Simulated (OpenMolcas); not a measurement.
# Multiconfigurational calculation on Rh2+

Rh2+ among 4 point charges of -1 e arranged as a tetrahedron (Td), 1.95 Å from the ion.

Input:

```
&GATEWAY
Coord
1

Rh 0.0 0.0 0.0
Basis=ANO-RCC-VDZP
Group=NoSym
NoMove
AngMom=0.0 0.0 0.0
AMFI
XField
4 Angstrom 0
1.125833 1.125833 1.125833 -1.000000
1.125833 -1.125833 -1.125833 -1.000000
-1.125833 1.125833 -1.125833 -1.000000
-1.125833 -1.125833 1.125833 -1.000000
&SEWARD
* reference wave functions (RASSCF and RASSI steps not shown): 7 electrons in 5 orbitals (4d)
>>> COPY JOB001 $Project.JobIph
&CASPT2
Multistate=10 1 2 3 4 5 6 7 8 9 10
NoMult
Frozen=14
IPEA=0.25
Imaginary=0.1
MaxIter=60
WThr=0.0 0.3 0.05
PrWF=0.5
NoMix
>>> COPY JOB002 $Project.JobIph
&CASPT2
Multistate=40 1 2 3 4 5 6 7 8 9 10 11 12 13 14 15 16 17 18 19 20 21 22
23 24 25 26 27 28 29 30 31 32 33 34 35 36 37 38 39 40
NoMult
Frozen=14
IPEA=0.25
Imaginary=0.1
MaxIter=60
WThr=0.0 0.3 0.05
PrWF=0.5
NoMix
```

Launched by
```bash
OMP_NUM_THREADS=1 MOLCAS_MEM=1689 MOLCAS_PROJECT=a pymolcas a.inp > a.log  # once for each step of the input, in one work folder
```

Output, cut to the results:

```
--- CASPT2 ---
Orbital specifications:
      -----------------------

      Symmetry species                           1
                                                 a
      Frozen orbitals                           14
      Inactive orbitals                          4
      Active orbitals                            5
      Secondary orbitals                        20
      Deleted orbitals                           0
      Number of basis functions                 43
Type of calculation                        SS-CASPT2
      Fock operator                              state-specific
      IPEA shift                                 0.25
      Real shift                                 0.00
      Imaginary shift                            0.10
      The input orbitals will be transformed to quasi-canonical
Reference energy:       -4781.8110315790
      E2 (Non-variational):      -0.3257452019
      Shift correction:          -0.0001824551
      E2 (Variational):          -0.3259276570
      Total energy:           -4782.1369592360
      Residual norm:              0.0000002661
      Reference weight:           0.93291
      Contributions to the CASPT2 correlation energy
      Active & Virtual Only:         -0.1337892236
      One Inactive Excited:          -0.1367178946
      Two Inactive Excited:          -0.0552380837
Reference energy:       -4781.7999240644
      E2 (Non-variational):      -0.3274891391
      Shift correction:          -0.0001919131
      E2 (Variational):          -0.3276810522
      Total energy:           -4782.1276051166
      Residual norm:              0.0000002480
      Reference weight:           0.93178
      Contributions to the CASPT2 correlation energy
      Active & Virtual Only:         -0.1350341076
      One Inactive Excited:          -0.1370191854
      Two Inactive Excited:          -0.0554358461
::    CASPT2 Root  1     Total energy:  -4782.13695924
::    CASPT2 Root  2     Total energy:  -4782.12760512
::    CASPT2 Root  3     Total energy:  -4782.12626419
::    CASPT2 Root  4     Total energy:  -4782.12802165
::    CASPT2 Root  5     Total energy:  -4782.11855628
::    CASPT2 Root  6     Total energy:  -4782.11868559
::    CASPT2 Root  7     Total energy:  -4782.11856022
::    CASPT2 Root  8     Total energy:  -4782.07379201
::    CASPT2 Root  9     Total energy:  -4782.07377011
::    CASPT2 Root 10     Total energy:  -4782.07410407
--- CASPT2 ---
Orbital specifications:
      -----------------------

      Symmetry species                           1
                                                 a
      Frozen orbitals                           14
      Inactive orbitals                          4
      Active orbitals                            5
      Secondary orbitals                        20
      Deleted orbitals                           0
      Number of basis functions                 43
Type of calculation                        SS-CASPT2
      Fock operator                              state-specific
      IPEA shift                                 0.25
      Real shift                                 0.00
      Imaginary shift                            0.10
      The input orbitals will be transformed to quasi-canonical
Reference energy:       -4781.7394313033
      E2 (Non-variational):      -0.3328910093
      Shift correction:          -0.0001981355
      E2 (Variational):          -0.3330891448
      Total energy:           -4782.0725204481
      Residual norm:              0.0000001274
      Reference weight:           0.93051
      Contributions to the CASPT2 correlation energy
      Active & Virtual Only:         -0.1369477921
      One Inactive Excited:          -0.1394478519
      Two Inactive Excited:          -0.0564953653
Reference energy:       -4781.7394313033
      E2 (Non-variational):      -0.3331335890
      Shift correction:          -0.0002000954
      E2 (Variational):          -0.3333336844
      Total energy:           -4782.0727649877
      Residual norm:              0.0000001275
      Reference weight:           0.93036
      Contributions to the CASPT2 correlation energy
      Active & Virtual Only:         -0.1369971515
      One Inactive Excited:          -0.1396421384
      Two Inactive Excited:          -0.0564942991
::    CASPT2 Root  1     Total energy:  -4782.07252045
::    CASPT2 Root  2     Total energy:  -4782.07276499
::    CASPT2 Root  3     Total energy:  -4782.07194759
::    CASPT2 Root  4     Total energy:  -4782.07191584
::    CASPT2 Root  5     Total energy:  -4782.07193049
::    CASPT2 Root  6     Total energy:  -4782.07048549
::    CASPT2 Root  7     Total energy:  -4782.06699036
::    CASPT2 Root  8     Total energy:  -4782.06698615
::    CASPT2 Root  9     Total energy:  -4782.06699242
::    CASPT2 Root 10     Total energy:  -4782.05490033
::    CASPT2 Root 11     Total energy:  -4782.05530228
::    CASPT2 Root 12     Total energy:  -4782.05530949
::    CASPT2 Root 13     Total energy:  -4782.05202607
::    CASPT2 Root 14     Total energy:  -4782.05198781
::    CASPT2 Root 15     Total energy:  -4782.05201731
::    CASPT2 Root 16     Total energy:  -4782.04780968
::    CASPT2 Root 17     Total energy:  -4782.04839597
::    CASPT2 Root 18     Total energy:  -4782.04889377
::    CASPT2 Root 19     Total energy:  -4782.04887984
::    CASPT2 Root 20     Total energy:  -4782.04887575
::    CASPT2 Root 21     Total energy:  -4782.04205144
::    CASPT2 Root 22     Total energy:  -4782.04202990
::    CASPT2 Root 23     Total energy:  -4782.04216116
::    CASPT2 Root 24     Total energy:  -4782.04042899
::    CASPT2 Root 25     Total energy:  -4782.04102396
::    CASPT2 Root 26     Total energy:  -4782.04097555
::    CASPT2 Root 27     Total energy:  -4782.03129193
::    CASPT2 Root 28     Total energy:  -4782.03146119
::    CASPT2 Root 29     Total energy:  -4782.00151034
::    CASPT2 Root 30     Total energy:  -4781.99965751
```

Spin-orbit levels above the lowest (labels of Td), with the averaged single-state CASPT2 energies on the diagonal:

| E (cm-1) | Degeneracy | Label | 2S+1 | g |
| --- | --- | --- | --- | --- |
| 0 | 4 | Γ8 | 4 |  |
| 1730 | 4 | Γ8 | 4 |  |
| 2230 | 2 | Γ6 | 4 | 2.29 2.29 2.29 |
| 3530 | 4 | Γ8 | 4 |  |
| 3560 | 2 | Γ7 | 4 | 3.84 3.84 3.84 |
| 3920 | 2 | Γ6 | 4 | 0.32 0.32 0.32 |
| 5210 | 4 | Γ8 | 4 |  |
| 6140 | 2 | Γ7 | 4 | 1.86 1.86 1.86 |
| 6690 | 4 | Γ8 | 4 |  |
| 14040 | 4 | Γ8 | 4 (65 %) |  |
| 14070 | 2 | Γ6 | 2 | 3.60 3.60 3.60 |
| 14120 | 4 | Γ8 | 4 (82 %) |  |
| 14210 | 2 | Γ7 | 4 | 2.64 2.64 2.64 |
| 14370 | 4 | Γ8 | 2 (75 %) |  |
| 15600 | 2 | Γ6 | 4 (88 %) | 2.47 2.47 2.47 |
| 15640 | 4 | Γ8 | 2 |  |
| 16410 | 4 | Γ8 | 2 |  |
| 16720 | 2 | Γ6 | 2 | 1.59 1.59 1.59 |
| 17380 | 2 | Γ7 | 2 | 2.39 2.39 2.39 |
| 18740 | 4 | Γ8 | 2 |  |

Roots that are degenerate in the reference are averaged as groups; the widest CASPT2 spread within a group is 390 cm-1 (the 3-fold group of multiplicity 4 near 2120 cm-1 above the lowest state of its run). Shifts and gaps below about the spread of the groups concerned are not significant. The ground term spreads over less than 5000 cm-1, several times less than with real ligands, so orbital moments are less quenched and χT lies further from the spin-only value than at real sites. Free-ion shares, where given, are those of the reference states; single-state CASPT2 does not remix them. This is an electrostatic model: the charges have no orbitals. No measured value stands beside these numbers.
